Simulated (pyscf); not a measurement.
# HO–SiH(OH)–Cl (SMILES O[SiH](O)Cl), singlet

Gas-phase minimum from PySCF at ωB97X-D3(BJ)/def2-SVP, one conformer. 

```xyz
7

O     -1.2481     1.0682    -1.7037
Si     0.1376     0.6165    -0.9263
O      0.0487    -0.9730    -0.5218
Cl     0.2970     1.8218     0.7497
H     -1.5807     1.9565    -1.5400
H      1.3599     0.7817    -1.7286
H     -0.7627    -1.2819    -0.1042
```
Charge 0, spin multiplicity 1.

Bonded distances (Å): O1–Si2 1.652, O1–H5 0.963, Si2–O3 1.643, Si2–Cl4 2.070, Si2–H6 1.471, O3–H7 0.963. Bond angles (°): Si2–O1–H5 117.5, O1–Si2–O3 109.6, O1–Si2–Cl4 106.6, O1–Si2–H6 114.2, O3–Si2–Cl4 111.6, O3–Si2–H6 106.7, Cl4–Si2–H6 108.2, Si2–O3–H7 117.6.

Properties at ωB97X-D3(BJ)/def2-SVP:

| Property | Result |
|---|---|
| Harmonic wavenumbers, unscaled | 155, 190, 250, 325, 367, 551, 765, 789, 853, 884, 915, 996, 2362, 3930, 3941 cm⁻¹ |
| Zero-point energy | 24.7 kcal/mol |
| Rotational symmetry number | 1 |
| Entropy of this conformer at 298 K and 1 atm, rigid rotor and harmonic oscillator, modes under 100 cm⁻¹ raised to 100 | 319.2 J/(mol K) |
| Dipole moment | 1.54 D |

Single-point totals, which compare only within one level (frozen core for MP2 and CC):

| level | total energy (hartree) |
|---|---|
| ωB97X-D3(BJ)/def2-TZVP | -902.25082 |
| PBE/def2-TZVP | -901.69619 |
| r²SCAN/def2-TZVP | -902.06953 |
| B3LYP-D3(BJ)/def2-TZVP | -902.24237 |
| PBE0-D3(BJ)/def2-TZVP | -901.76671 |
| M06-2X/def2-TZVP | -902.10869 |
| ωB97M-D3(BJ)/def2-TZVP | -902.32394 |
| HF/def2-TZVPP | -900.16840 |
| MP2/def2-TZVPP | -900.95784 |
| CCSD/def2-TZVPP | -900.98532 |
| CCSD(T)/def2-TZVPP | -901.01541 |

Soft torsions are taken as harmonic, which can shift the entropy by several J/(mol K). The CCSD(T) − MP2 part came from Ansatz, without density fitting, on the same reference.
